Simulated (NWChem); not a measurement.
**Correlation energy of H$_{2}$Cl$_{2}$Si**

```
Si
H 1 1.4834
H 1 1.4834 2 112.45
Cl 1 2.0558 2 108.60 3 -120.20
Cl 1 2.0558 2 108.60 3 120.20
```
Charge 0, spin multiplicity 1.

All runs are NWChem calculations. The geometry was optimised at PBE0/def2-SVP, a minimum by its harmonic frequencies.

Basis set: STO-3G. Each correlation energy counts from its own Hartree-Fock reference.

The correlated methods keep 15 core orbitals frozen. The structure started from a generated list of species. Coupled-cluster values serve here as a point of comparison, not as the truth.

Task: For the correlation energy, CCSD gives -64.0 mHa and CCSDT gives -65.3 mHa. What do SCS-MP2, MP2, CR-CCSD(T) give?

Result: SCS-MP2: -52.4 mHa; MP2: -46.1 mHa; CR-CCSD(T): -65.0 mHa.
